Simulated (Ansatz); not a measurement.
Cost and result for the atomization energy of C$_{2}$H$_{8}$SSi$_{2}$, SMILES `CSC1[SiH2][SiH2]1` (13 atoms, 13 bonds).

```tsv
atom	x (Å)	y (Å)	z (Å)
C1	1.699	-1.320	0.743
S2	0.570	-0.102	1.428
C3	-0.766	-0.129	0.253
Si4	-0.318	0.605	-1.452
Si5	-1.581	1.593	0.115
H6	1.244	-2.311	0.727
H7	2.577	-1.342	1.391
H8	2.011	-1.040	-0.266
H9	-1.417	-1.000	0.317
H10	1.121	0.879	-1.662
H11	-0.975	-0.010	-2.632
H12	-3.056	1.566	-0.037
H13	-1.107	2.613	1.076
```

The species carries charge 0 and has multiplicity 1. The geometry is a stationary point of PBE0-D4/def2-TZVP. It is one conformer, not always the lowest. Program: Ansatz. All runs use 4 threads of an Arm Neoverse V1 on a shared host. Times are those of one run each, without the atoms' runs, and a repeat can differ threefold. Electronic energies, without spin–orbit coupling; frozen cores. CCSD(T)/CBS adds CCSD(T) − MP2 in def2-TZVPP to the MP2 limit, and its time is that of the two runs behind it. T1 = 0.013. B3LYP takes the VWN-RPA correlation (the form of Gaussian; ORCA's B3LYP/G).

CCSD(T)/CBS is a level of theory with its own doubt, some kJ/mol a heavy atom from the limit and from the frozen cores, so smaller differences don't rank the functionals.

```
                             level  functions  wall time
   PBE-D4/def2-TZVPP (with forces)        300      4.2 s
                PBE0-D4/def2-TZVPP        300        6 s
r2SCAN-D4/def2-TZVPP (with forces)        300      8.5 s
 B3LYP-D4/def2-TZVPP (with forces)        300        9 s
                 B2PLYP/def2-TZVPP        300      9.5 s
                ωB97X-V/def2-TZVPP        300       13 s
  ωB97M-V/def2-TZVPP (with forces)        300       20 s
                    MP2/def2-QZVPP        564       39 s
                CCSD(T)/def2-TZVPP        300    5.2 min
                 CCSD(T)/CBS(def2)          –    5.9 min
```

**Question.** What atomization energy does each give, and how far from CCSD(T)/CBS? (Best estimate.)

**Answer.** Ansatz gave: 
```json
{"level": "PBE-D4/def2-TZVPP (with forces)", "atomization (kcal/mol)": "1049.2", "difference from CCSD(T)/CBS": "12.2", "per bond": "0.9"}
{"level": "PBE0-D4/def2-TZVPP", "atomization (kcal/mol)": "1039.1", "difference from CCSD(T)/CBS": "2.1", "per bond": "0.2"}
{"level": "r2SCAN-D4/def2-TZVPP (with forces)", "atomization (kcal/mol)": "1041.3", "difference from CCSD(T)/CBS": "4.3", "per bond": "0.3"}
{"level": "B3LYP-D4/def2-TZVPP (with forces)", "atomization (kcal/mol)": "1033.9", "difference from CCSD(T)/CBS": "-3.1", "per bond": "-0.2"}
{"level": "B2PLYP/def2-TZVPP", "atomization (kcal/mol)": "1019.6", "difference from CCSD(T)/CBS": "-17.4", "per bond": "-1.3"}
{"level": "ωB97X-V/def2-TZVPP", "atomization (kcal/mol)": "1044.2", "difference from CCSD(T)/CBS": "7.2", "per bond": "0.6"}
{"level": "ωB97M-V/def2-TZVPP (with forces)", "atomization (kcal/mol)": "1040.4", "difference from CCSD(T)/CBS": "3.4", "per bond": "0.3"}
{"level": "MP2/def2-QZVPP", "atomization (kcal/mol)": "1031.9", "difference from CCSD(T)/CBS": "-5.1", "per bond": "-0.4"}
{"level": "CCSD(T)/def2-TZVPP", "atomization (kcal/mol)": "1008.1", "difference from CCSD(T)/CBS": "-28.9", "per bond": "-2.2"}
{"level": "CCSD(T)/CBS(def2)", "atomization (kcal/mol)": "1037.0", "difference from CCSD(T)/CBS": "0.0", "per bond": "0.0"}
```

The D4 term adds +13.9 kcal/mol with B3LYP and +7.3 kcal/mol with PBE0; it sums over pairs of atoms, weighted by their polarisabilities, and B3LYP, whose exchange is more repulsive, gets the larger term. From PBE to PBE0 (25 % exact exchange), in def2-TZVPP and without D4, the atomization energy moves by −8.8 kcal/mol: exact exchange takes away binding that semilocal exchange gives to molecules. In def2-TZVPP, CCSD(T) changes the Hartree–Fock value by +250.4 kcal/mol (the triples alone add +15.4 kcal/mol) and MP2 by +257.1 kcal/mol; breaking electron pairs costs correlation energy, which Hartree–Fock lacks.
